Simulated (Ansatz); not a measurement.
As₄S₆⁺. The state is a doublet with charge 1. Geometry r2SCAN-D4/def2-SVP, that of the neutral singlet; atoms count from 1.

```xyz
10

As    0.1639   -1.6923   -1.6186
S    -1.7696   -1.7906   -0.4483
As   -2.0398   -0.2058    1.1433
S    -0.2502   -0.3827    2.5159
As    1.7746   -0.1999    1.5235
S     1.8288   -1.7850   -0.0897
S     1.7697    1.7906    0.4483
As    0.1012    2.0979   -1.0483
S     0.2502    0.3827   -2.5159
S    -1.8287    1.7850    0.0897
```

Q: Estimate the Mulliken populations from the PBE0/def2-SVP orbitals of Ansatz.

A: 
| atom | charge (e) | spin (α − β) |
| --- | --- | --- |
| As1 | 0.48 | 0.08 |
| S2 | -0.19 | 0.00 |
| As3 | 0.48 | 0.08 |
| S4 | -0.13 | 0.17 |
| As5 | 0.48 | 0.09 |
| S6 | -0.13 | 0.17 |
| S7 | -0.19 | 0.00 |
| As8 | 0.48 | 0.08 |
| S9 | -0.13 | 0.16 |
| S10 | -0.13 | 0.16 |
Mulliken values and Mayer orders depend strongly on the basis.

Q: Where does the spin sit?

A: Summed by element: As 0.34, S 0.66, of 1 unpaired in all. Largest on single atoms: S6 0.17, S4 0.17, S9 0.16.

Q: And the Mayer bond orders between bonded heavy atoms (over 0.3)?

A: As1–S2 1.01 (2.26 Å); As1–S6 0.98 (2.26 Å); As1–S9 0.98 (2.26 Å); S2–As3 1.01 (2.26 Å); As3–S4 0.98 (2.26 Å); As3–S10 0.98 (2.26 Å); S4–As5 0.98 (2.26 Å); As5–S6 0.98 (2.26 Å); As5–S7 1.01 (2.26 Å); S7–As8 1.01 (2.26 Å); As8–S9 0.98 (2.26 Å); As8–S10 0.98 (2.26 Å).
